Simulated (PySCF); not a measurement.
H2O2Pb, neutral, multiplicity 1. Atoms are numbered in the order given.

```xyz
5

Pb     0.2704     0.0224     0.0000
O     -1.2378     1.4686     0.0000
H     -2.1072     1.0465     0.0000
O     -1.1677    -1.5260     0.0000
H     -0.8227    -2.4257     0.0000
```
Charge 0, spin multiplicity 1.

The structure is a stationary point at B3LYP-D3(BJ)/def2-TZVP. The def2 effective core potentials stand for the cores of Pb; spin–orbit coupling is left out. One conformer was computed; it need not be the lowest.

Computed with HF/def2-TZVPD run with PySCF.

Symmetry labels are those of the subgroup Cs that the program uses (full group Cs).

Q: List the valence orbital energies around the gap with their symmetry. (An estimate is asked for; the answer gives what the named calculation found.)

A: 
| orbital | symmetry | energy (eV) |
|---|---|---|
| HOMO−7 | A' | -29.45 |
| HOMO−6 | A' | -18.27 |
| HOMO−5 | A' | -16.54 |
| HOMO−4 | A' | -14.80 |
| HOMO−3 | A" | -12.68 |
| HOMO−2 | A' | -12.55 |
| HOMO−1 | A" | -12.14 |
| HOMO | A' | -10.56 |
| LUMO | A" | 0.28 |
| LUMO+1 | A' | 1.30 |
| LUMO+2 | A' | 1.52 |
| LUMO+3 | A' | 1.86 |
